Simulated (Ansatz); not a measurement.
Reaction (redistribution): `[SiH3][AlH][Br]` + `B[SiH](C)C` → `[BH2][AlH][SiH3]` + `C[SiH](C)Br`

Gas-phase electronic energies from Ansatz, PBE0-D4/def2-TZVP geometries. CCSD(T)/CBS adds triple-zeta CCSD(T) − MP2 to the extrapolated MP2 energy (def2 sets, frozen cores). DFT in def2-TZVPP. B3LYP here is the variant with VWN-RPA as its local correlation; programs differ in this. For Br outer-core shells are correlated without core-valence functions, which leaves a few kJ/mol of doubt a bond. Scalar relativity is left out up to krypton.

```
             level  ΔE (kcal/mol)  difference from CCSD(T)/CBS
            PBE-D4           14.1                         -0.8
         r2SCAN-D4           14.9                          0.0
           PBE0-D4           14.5                         -0.4
          B3LYP-D4           14.9                          0.0
           ωB97X-V           14.9                          0.0
           ωB97M-V           14.6                         -0.3
            B2PLYP           15.4                          0.5
               PBE           14.3                         -0.6
            r2SCAN           14.9                          0.0
              PBE0           14.6                         -0.3
             B3LYP           15.2                          0.3
     HF/def2-TZVPP           16.0                          1.1
    MP2/def2-TZVPP           15.3                          0.4
SCS-MP2/def2-TZVPP           15.3                          0.4
   CCSD/def2-TZVPP           15.2                          0.3
CCSD(T)/def2-TZVPP           15.2                          0.3
     HF/def2-QZVPP           15.9                          1.0
    MP2/def2-QZVPP           15.1                          0.2
SCS-MP2/def2-QZVPP           15.2                          0.3
      HF/CBS(def2)           15.9                          1.0
     MP2/CBS(def2)           15.0                          0.1
    CCSD/CBS(def2)           14.9                          0.0
       CCSD(T)/CBS           14.9                            0
```

Largest T1 diagnostic among the species: 0.013.

In def2-TZVPP, CCSD(T) changes the Hartree–Fock value by −0.8 kcal/mol (the triples alone add −0.1 kcal/mol) and MP2 by −0.7 kcal/mol.
